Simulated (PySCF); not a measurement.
# ECD: `C[C@H]1CC[Si@](N)(F)C1`, C₅H₁₂FNSi

Geometry (Å), atoms numbered from 1 in this order:
```xyz
20

C     2.4447   -0.6545   -0.0563
C     1.0871   -0.1853    0.4520
C     0.6946    1.1732   -0.1395
C    -0.7312    1.5116    0.3110
Si   -1.6304   -0.1667    0.2741
N    -2.8286   -0.5577   -0.8923
F    -2.4181   -0.4018    1.6740
C    -0.0352   -1.1793    0.1198
H     2.7051   -1.6168    0.3789
H     3.2213    0.0623    0.2038
H     2.4284   -0.7613   -1.1395
H     1.1379   -0.0756    1.5412
H     1.4048    1.9453    0.1621
H     0.7214    1.1004   -1.2297
H    -1.1611    2.2840   -0.3245
H    -0.7072    1.9146    1.3240
H    -3.7911   -0.3690   -0.6685
H    -2.6541   -0.4195   -1.8723
H     0.0089   -2.0453    0.7763
H     0.0979   -1.5479   -0.8977
```

Method used: PySCF 2.14.0, TDDFT B3LYP/def2-SVPD circular dichroism and optical rotation, one conformer, gas phase. Geometry: GFN2-xTB.

The molecule is flexible and this is one conformer; a measurement averages over conformers. States above about 7.0 eV (minus the energy of the highest occupied orbital) lie near or above the ionisation threshold and depend on the basis.

Task: Assign R or S to each stereocentre.

Result: C2 S, Si5 S.

Task: List the lowest 12 singlet excitations with oscillator and rotatory strengths.

Result: Rotatory strengths R in 10⁻⁴⁰ esu² cm², velocity form and length form (origin at the centre of mass); f in length form.
```
state  E (eV)  λ (nm)       f  R (velocity)  R (length)                                  main
    1    6.17     201   0.043         +11.3        +9.5                        HOMO→LUMO 0.96
    2    6.67     186   0.005          +0.1        -0.1    HOMO→LUMO+1 0.81, HOMO→LUMO+2 0.14
    3    7.02     177   0.009         +30.2       +29.5    HOMO→LUMO+2 0.71, HOMO→LUMO+1 0.12
    4    7.30     170   0.004          +4.0        +3.3    HOMO→LUMO+3 0.74, HOMO→LUMO+4 0.17
    5    7.42     167   0.007          -3.9        -3.7    HOMO→LUMO+4 0.64, HOMO→LUMO+3 0.17
    6    7.53     165   0.013          +3.9        +4.1                      HOMO−1→LUMO 0.86
    7    7.85     158   0.024         -12.9       -13.1                      HOMO→LUMO+5 0.83
    8    7.98     155   0.012         -11.6       -11.4  HOMO−2→LUMO 0.64, HOMO−1→LUMO+1 0.21
    9    8.01     155  0.0006          -1.5        -2.0  HOMO−1→LUMO+1 0.45, HOMO−2→LUMO 0.28
   10    8.12     153   0.027         +12.0       +12.1                      HOMO→LUMO+6 0.72
   11    8.28     150   0.009          -4.9        -3.8  HOMO−1→LUMO+2 0.26, HOMO−3→LUMO 0.18
   12    8.33     149   0.004         +10.4        +9.6                      HOMO−3→LUMO 0.69
```

For state 2 the two forms differ in sign, so the sign of R isn't settled.

Among the states computed, the strongest CD band (largest |R|) is state 3. The largest dissymmetry factor in size, g = 4R/(D+G), with D and G the electric and magnetic dipole strengths, is +0.035 for state 3 (velocity form, f = 0.009), among bands with |R| over 0.5. The mirror image has the same energies and oscillator strengths and all R with the opposite sign.
